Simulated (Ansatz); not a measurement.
Born–Oppenheimer molecular dynamics of ClH3O2Sn (7 atoms, charge 0, multiplicity 1). It goes on from the last frame of an earlier run, with new velocities.

Computed with Ansatz 0.2.0, RKS PBE/def2-SVP.

```json
{
 "ensemble": "NVT, Langevin thermostat",
 "time step": "0.5 fs",
 "steps asked": "250",
 "set temperature": "500 K",
 "friction": "0.001 /fs",
 "masses": "H 2.014 u",
 "seed": "929311"
}
```

First frame:

```xyz
7
Properties=species:S:1:pos:R:3
Sn -0.200 -0.333 -0.124
O -0.045 -0.597 1.851
H -0.601 -0.099 2.466
O 1.718 -0.484 -0.714
H 2.365 0.220 -0.500
Cl -0.878 1.925 -0.542
H -1.231 -1.480 -0.972
```

Problem. How far do the bonds stretch over the last three quarters of this one trajectory? (Pairs bonded in most of those frames.)

Solution. 
```json
{"bond": "Sn1–O2", "mean (Å)": "2.007", "spread (Å)": "0.035", "shortest": "1.95", "longest": "2.06"}
{"bond": "Sn1–O4", "mean (Å)": "2.019", "spread (Å)": "0.062", "shortest": "1.91", "longest": "2.10"}
{"bond": "Sn1–Cl6", "mean (Å)": "2.388", "spread (Å)": "0.033", "shortest": "2.33", "longest": "2.43"}
{"bond": "Sn1–H7", "mean (Å)": "1.724", "spread (Å)": "0.050", "shortest": "1.65", "longest": "1.80"}
{"bond": "O2–H3", "mean (Å)": "0.992", "spread (Å)": "0.052", "shortest": "0.91", "longest": "1.06"}
{"bond": "O4–H5", "mean (Å)": "0.980", "spread (Å)": "0.008", "shortest": "0.97", "longest": "1.00"}
```

Mean temperature of the second half: 384 K. The mean temperature of the second half is 23 % below the set value. A run of 0.12 ps of so small a system gives no equilibrium averages.

Run time: 5.9 min on 2 threads of Arm Neoverse V1, on a shared host, peak memory 0.12 GiB.
